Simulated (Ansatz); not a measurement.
Mulliken charges of FH2O2STa (`[OH][Ta]([OH])([F])=[S]`) from ωB97M-V/def2-TZVPP in Ansatz (PBE0-D4/def2-TZVP geometry).

```json
{"atom": "O1", "x (Å)": "-1.431", "y (Å)": "0.555", "z (Å)": "0.771", "charge (e)": "-0.388"}
{"atom": "Ta2", "x (Å)": "-0.086", "y (Å)": "-0.150", "z (Å)": "-0.345", "charge (e)": "0.931"}
{"atom": "O3", "x (Å)": "1.149", "y (Å)": "-1.084", "z (Å)": "0.729", "charge (e)": "-0.388"}
{"atom": "F4", "x (Å)": "-0.852", "y (Å)": "-1.324", "z (Å)": "-1.588", "charge (e)": "-0.311"}
{"atom": "S5", "x (Å)": "0.921", "y (Å)": "1.462", "z (Å)": "-1.376", "charge (e)": "-0.263"}
{"atom": "H6", "x (Å)": "-1.735", "y (Å)": "1.452", "z (Å)": "0.912", "charge (e)": "0.209"}
{"atom": "H7", "x (Å)": "2.094", "y (Å)": "-0.979", "z (Å)": "0.850", "charge (e)": "0.209"}
```

Q: By hand: the dipole of these point charges (1 e Å = 4.8032 D).

A: Σ q r = (0.127, 0.192, 0.321) e Å, of length 0.395 e Å = 1.90 D.

Q: How does the dipole of the full density compare? (Estimate.)

A: The calculation gave: (0.009, 0.002, 0.501) e Å, 2.41 D; the point charges give 0.79 times that, at 35° from its direction.

Point charges leave out the atoms' own dipoles, such as those of lone pairs, and Mulliken's split depends on the basis, so the two needn't agree.
